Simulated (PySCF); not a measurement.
**Electric field gradients and quadrupole coupling constants**

CrO2Cl2 (singlet state).
Z-matrix (Å and degrees, PBE0-D3(BJ)/def2-SVP geometry), rows numbered from 1:
```
Cr
O   1  1.5258
O   1  1.5239  2  108.79
Cl  1  2.1130  2  109.48  3  -118.78
Cl  1  2.1119  2  109.50  3   118.50
```

Field gradients from the PBE0/pcSseg-1 (pcSseg-2 on Cr) density (PySCF, non-relativistic), principal values in atomic units, ordered |Vxx| ≤ |Vyy| ≤ |Vzz|:

| atom | Vxx | Vyy | Vzz |
| --- | --- | --- | --- |
| Cr1 | 0.2873 | 0.3167 | -0.6040 |
| O2 | 0.1555 | 0.6275 | -0.7830 |
| O3 | 0.1470 | 0.6368 | -0.7838 |
| Cl4 | -0.3899 | -1.3503 | 1.7402 |
| Cl5 | -0.3891 | -1.3518 | 1.7409 |

**Question.** Find the asymmetry η = (Vxx − Vyy)/Vzz and the couplings χ = eQV/h (234.96 MHz × Q in barn × V in au), with Q(53Cr) = −0.15 b, Q(17O) = −0.0256 b, Q(35Cl) = −0.0817 b.

**Answer.** 
```csv
atom,environment,nucleus,η,χzz (MHz),χxx (MHz),χyy (MHz)
Cr1,chromium bonded to 2 Cl and 2 O,53Cr,0.05,21.29,-10.13,-11.16
O2,oxygen bonded to Cr,17O,0.60,4.710,-0.936,-3.774
O3,oxygen bonded to Cr,17O,0.62,4.715,-0.884,-3.830
Cl4,chlorine bonded to Cr,35Cl,0.55,-33.41,7.49,25.92
Cl5,chlorine bonded to Cr,35Cl,0.55,-33.42,7.47,25.95
```

The tensor is traceless: Vxx + Vyy + Vzz = 0.

**Question.** What is Vzz at Cr1 in SI units (1 au = 9.71736 × 10²¹ V/m²)?

**Answer.** -0.6040 au = -5.869 × 10²¹ V/m².

Geometry: PBE0-D3(BJ)/def2-SVP; no solvent, vibrations or thermal averaging. The small basis limits the accuracy of the gradients. Field gradients at transition-metal nuclei can change strongly with the functional.
